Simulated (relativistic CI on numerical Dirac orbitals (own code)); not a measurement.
**Ce49+: computed level list**

Method of calculation: Dirac-Coulomb-Breit CI, orbitals from a KLI potential per configuration, model QED (radiative potential, 1s self-energy scaled to tabulated hydrogen-like ionisation energies), unscaled Slater integrals (own radial code, finite nucleus).

Configurations in the expansion (outside the closed core 1s2): 2s²2p⁵, 2s2p⁶, 2p⁶3s, 2p⁶3p, 2p⁶3d, 2s²2p⁴3s, 2s²2p⁴3p, 2s²2p⁴3d, 2s2p⁵3s, 2s2p⁵3p, 2s2p⁵3d, 2s²2p⁴4s, 2s²2p⁴4p, 2s²2p⁴4d, 2s²2p⁴4f, 2s2p⁵4s, 2s2p⁵4p, 2s²2p³3s², 2s2p⁵4d, 2s2p⁵4f, 2s²2p³3s3p, 2s²2p⁴5s, 2s²2p⁴5p, 2s²2p⁴5d, 2s²2p⁴5f, 2s²2p⁴5g, 2s²2p³3s3d, 2s²2p³3p², 2s²2p³3p3d, 2s2p⁴3s², 2s²2p³3d², 2s2p⁴3s3p, 2s2p⁴3s3d, 2s2p⁴3p², 2s2p⁵5s, 2s2p⁵5p. Levels of other configurations are missing.

The lowest level is 2s²2p⁵ ²P°3/2, with 100 % of that term; Hund's rules for 2s²2p⁵ give ²P° with J = 3/2, in agreement.

| No. | Configuration | Term | J | E (eV) | % | Next component (%) | Lifetime (s) |
| --- | --- | --- | --- | --- | --- | --- | --- |
| 1 | 2s²2p⁵ | ²P° | 3/2 | 0.00 | 100 |  |  |
| 2 | 2s²2p⁵ | ²P° | 1/2 | 461.04 | 100 |  | 1.11e-09 |
| 3 | 2s2p⁶ | ²S | 1/2 | 798.27 | 100 |  | 3.22e-13 |
| 4 | 2p⁴(3P)3s | ⁴P | 5/2 | 5047.74 | 70 | 30 ²D | 8.45e-14 |
| 5 | 2p⁴(3P)3s | ²P | 3/2 | 5055.92 | 57 | 31 ²D | 1.34e-14 |
| 6 | 2p⁴(1S)3s | ²S | 1/2 | 5093.35 | 63 | 25 ⁴P | 2.74e-14 |
| 7 | 2p⁴(3P)3p | ⁴P° | 3/2 | 5142.84 | 33 | 25 ²P° | 7.19e-12 |
| 8 | 2p⁴(3P)3p | ²D° | 5/2 | 5145.38 | 36 | 28 ⁴D° | 2.78e-12 |
| 9 | 2p⁴(1S)3p | ²P° | 1/2 | 5185.74 | 73 | 19 ⁴D° | 2.65e-12 |
| 10 | 2p⁴(3P)3p | ²D° | 5/2 | 5269.62 | 50 | 41 ⁴P° | 3.19e-12 |
| 11 | 2p⁴(3P)3p | ⁴D° | 7/2 | 5270.11 | 70 | 30 ²F° | 3.28e-12 |
| 12 | 2p⁴(1D)3p | ²P° | 1/2 | 5270.87 | 49 | 39 ²S° | 3.07e-12 |
| 13 | 2p⁴(3P)3p | ²P° | 3/2 | 5304.57 | 45 | 30 ²D° | 1.22e-12 |
| 14 | 2p⁴(1S)3p | ²P° | 3/2 | 5322.05 | 66 | 15 ⁴D° | 3.64e-12 |
| 15 | 2p⁴(3P)3d | ⁴D | 3/2 | 5378.40 | 33 | 31 ²D | 2.10e-13 |
| 16 | 2p⁴(3P)3d | ⁴D | 5/2 | 5380.10 | 40 | 21 ²F | 1.30e-13 |
| 17 | 2p⁴(3P)3d | ²F | 7/2 | 5382.58 | 36 | 30 ⁴F | 5.58e-12 |
| 18 | 2p⁴(3P)3d | ⁴P | 1/2 | 5382.89 | 46 | 33 ²P | 1.27e-14 |
| 19 | 2p⁴(3P)3d | ²F | 7/2 | 5408.53 | 50 | 40 ⁴D | 1.73e-11 |
| 20 | 2p⁴(3P)3d | ⁴F | 9/2 | 5409.58 | 69 | 31 ²G | 2.28e-11 |
| 21 | 2p⁴(3P)3d | ²P | 1/2 | 5420.08 | 54 | 24 ²S | 3.35e-15 |
| 22 | 2p⁴(1S)3d | ²D | 3/2 | 5420.60 | 64 | 16 ⁴P | 2.04e-14 |
| 23 | 2p⁴(3P)3d | ²D | 5/2 | 5437.92 | 49 | 26 ²F | 1.90e-15 |
| 24 | 2p⁴(3P)3d | ²P | 3/2 | 5441.46 | 43 | 34 ²D | 1.60e-15 |
| 25 | 2p⁴(1S)3d | ²D | 5/2 | 5462.20 | 68 | 11 ⁴F | 2.45e-15 |
| 26 | 2p⁴(3P)3s | ⁴P | 3/2 | 5508.38 | 86 | 12 ²P | 3.67e-13 |
| 27 | 2p⁴(3P)3s | ²P | 1/2 | 5515.36 | 66 | 33 ⁴P | 1.51e-14 |
| 28 | 2p⁴(1D)3s | ²D | 5/2 | 5527.29 | 69 | 30 ⁴P | 2.92e-13 |
| 29 | 2p⁴(1D)3s | ²D | 3/2 | 5531.02 | 67 | 31 ²P | 1.84e-14 |
| 30 | 2p⁴(3P)3p | ⁴P° | 1/2 | 5600.40 | 53 | 26 ⁴D° | 5.16e-11 |
| 31 | 2p⁴(3P)3p | ⁴D° | 3/2 | 5606.49 | 54 | 22 ²P° | 6.28e-12 |
| 32 | 2p⁴(1D)3p | ²F° | 5/2 | 5620.13 | 54 | 30 ²D° | 4.46e-12 |
| 33 | 2p⁴(1D)3p | ²P° | 3/2 | 5648.14 | 52 | 23 ²D° | 1.64e-12 |
| 34 | 2p⁴(3P)3p | ⁴D° | 5/2 | 5726.27 | 52 | 30 ⁴P° | 3.53e-12 |
| 35 | 2p⁴(3P)3p | ²P° | 1/2 | 5732.64 | 37 | 27 ²S° | 2.06e-12 |
| 36 | 2p⁴(3P)3p | ²D° | 3/2 | 5734.64 | 49 | 24 ⁴P° | 1.47e-12 |
| 37 | 2p⁴(1D)3p | ²P° | 3/2 | 5746.45 | 44 | 37 ²D° | 6.57e-13 |
| 38 | 2p⁴(1D)3p | ²F° | 7/2 | 5746.59 | 70 | 30 ⁴D° | 2.23e-12 |
| 39 | 2p⁴(1D)3p | ²D° | 5/2 | 5753.65 | 69 | 14 ²F° | 1.62e-12 |
| 40 | 2p⁴(1D)3p | ²P° | 1/2 | 5789.80 | 83 | 9 ⁴D° | 2.25e-13 |
| 41 | 2s2p⁵3s | ⁴P° | 5/2 | 5802.88 | 94 | 3 2s²2p⁴3p ⁴P° | 6.80e-13 |
| 42 | 2s2p⁵3s | ²P° | 3/2 | 5819.56 | 72 | 25 ⁴P° | 2.14e-14 |
| 43 | 2p⁴(3P)3d | ⁴D | 1/2 | 5833.02 | 81 | 15 ²P | 1.29e-13 |
| 44 | 2p⁴(3P)3d | ⁴D | 3/2 | 5841.93 | 34 | 33 ⁴F | 6.34e-14 |
| 45 | 2p⁴(3P)3d | ⁴F | 5/2 | 5847.48 | 56 | 21 ²D | 5.10e-15 |

Energies count from the lowest computed level; ° marks odd parity; lifetimes are radiative, by E1, M1, E2, M2 decay to levels of this space only. Percentages are summed over parent terms; the parents shown are those of the largest component, closed shells are left out there.

The mean weight of the leading LS term, summed over parents, in these 45 levels is 60 %, and that of the leading jj configuration (from the same eigenvectors) 97 %, so jj coupling describes them better and the LS labels are nominal.

At this charge energies of transitions that change n are usually good to better than 1 %, and those within a shell (Δn = 0) to a few per cent.

LS names give the leading component of a level, which can be under half, so a name can repeat, a term be missing and a line seem to break the LS rules.
